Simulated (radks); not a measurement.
Values are calculated unless marked as measured or tabulated.
All-electron atom: the cerium ion Ce53+ in [He] 2s2 2p1 (the NIST ground configuration). Level of theory: Dirac Kohn-Sham, PBE, spin-unpolarised, spherical densities, point nucleus; open shells are shared between the two j in proportion to 2j + 1 (a radial shooting solver on a logarithmic mesh with Libxc functionals).

Radial electron density D(r) = 4 pi r^2 rho(r):

r (bohr)   D(r) (e/bohr)
0.000863           2.147
0.0009499          2.529
0.001046           2.976
0.001151           3.498
0.001257           4.053
0.001384           4.752
0.001523           5.563
0.001676           6.502
0.001845           7.586
0.002031           8.832
0.002236           10.26
0.002442           11.75
0.002688           13.58
0.002958           15.66
0.003256           18.00
0.003585           20.61
0.003946           23.51
0.004343           26.70
0.004743           29.88
0.005221           33.61
0.005747           37.60
0.006326           41.80
0.006963           46.15
0.007665           50.57
0.008437           54.94
0.009213           58.80
0.01014            62.71
0.01116            66.14
0.01229            68.91
0.01353            70.84
0.01489            71.75
0.01639            71.51
0.0179             70.20
0.0197             67.58
0.02169            63.76
0.02387            58.94
0.02628            53.37
0.02892            47.45
0.03184            41.60
0.03477            36.71
0.03827            32.29
0.04212            29.15
0.04637            27.46
0.05104            27.20
0.05618            28.12
0.06185            29.74
0.06753            31.35
0.07434            32.63
0.08183            32.88
0.09007            31.74
0.09915            29.13
0.1091             25.26
0.1201             20.58
0.1312             16.08
0.1444             11.45
0.159              7.529
0.175              4.544
0.1926             2.496
0.212              1.237
0.2334            0.5482
0.2548            0.2333
0.2805           0.08076
0.3088           0.02414
0.3399          0.006144

D(r) has 2 maxima, at r = 0.0154, 0.0793 bohr, and minima at 0.0494 bohr, inside which lie 2.20 electrons.
